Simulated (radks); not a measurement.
Values are calculated unless marked as measured or tabulated.
Problem. Species: the rhenium ion Re27+. Configuration: [Kr] 4d10 4f2 (the NIST ground configuration). Code: a radial shooting solver on a logarithmic mesh with Libxc functionals. Model: scalar-relativistic Kohn-Sham, BLYP, spin-polarised, spherical densities, finite nucleus; open shells are filled with parallel spins first (spin-orbit coupling, left out, can overturn this in heavy ions); Fermi nuclear charge, rms radius 5.3698 fm. Some entries of the table are withheld. Estimate them.

orbital,occ.,eigenvalue (eV),r(max) (bohr),<r> (bohr)
1s down,1,-72544.26,0.01124,0.01804
1s up,1,-72544.25,0.01124,0.01804
2s up,1,-13328.40,0.06454,0.07625
2s down,1,-13328.33,0.06454,0.07625
2p up,3,-11749.02,0.05303,0.06837
2p down,3,-11748.97,0.05303,0.06836
3s up,1,-3787.170,0.1819,0.1970
3s down,1,-3784.873,0.1819,0.1969
3p up,3,-3320.922,0.1802,0.1973
3p down,3,-3318.614,0.1802,0.1972
3d up,5,-2793.021,0.1468,0.1786
3d down,5,-2791.262,0.1468,0.1785
4s up,1,-1440.421,0.4025,0.4193
4s down,1,-1436.836,0.4025,0.4195
4p up,3,-1277.509,0.4183,0.4376
4p down,3,-1274.082,0.4184,0.4379
4d up,5,(1),0.4190,0.4467
4d down,5,(2),0.4192,0.4472
4f up,2,-862.5722,0.3636,(3)
4f down,0,-858.7964,0.3640,(4)
5s up,0,-735.6989,0.7777,0.7806
5s down,0,-733.9216,0.7787,0.7821
5p up,0,-670.8459,0.8224,0.8239
5p down,0,-669.2907,0.8238,0.8258

Solution. 
(1) 4d up eigenvalue (eV): -1077.206
(2) 4d down eigenvalue (eV): -1073.812
(3) 4f up <r> (bohr): 0.4325
(4) 4f down <r> (bohr): 0.4332
